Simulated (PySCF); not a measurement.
## Working out the excitation energy of Ga⁺

Ga⁺ [Ar] 3d10 4s2 (1S) → Ga⁺ [Ar] 3d9 4s2 4p1 (high-spin determinant). Computed with PySCF 2.14 in x2c-TZVPPall (6s5p4d1f, 48 functions), with the spin-free X2C one-electron Hamiltonian (Gaussian nucleus). Frozen: [Ne]. Energies in hartree (1 hartree = 27.21139 eV):

```tsv
part	Ga⁺ (lower)	Ga⁺ (upper)
UHF	-1941.966369	-1941.260150
CCSD correlation	-0.304698	-0.259341
(T)	-0.008853	-0.045130
```

Task: What does Hartree-Fock give?

Result: (-1941.260150) − (-1941.966369) = 0.706219 hartree = 19.217 eV.

Task: What do CCSD and CCSD(T) give?

Result: The CCSD correlation energies differ by 0.045357 hartree = 1.234 eV and the triples by -0.036277 hartree = -0.987 eV, so CCSD gives 20.451 eV and CCSD(T) 19.464 eV.

One determinant mixes LS terms, so it does not stand for a single term.

The coupled-cluster amplitudes are large, so a single reference is strained.
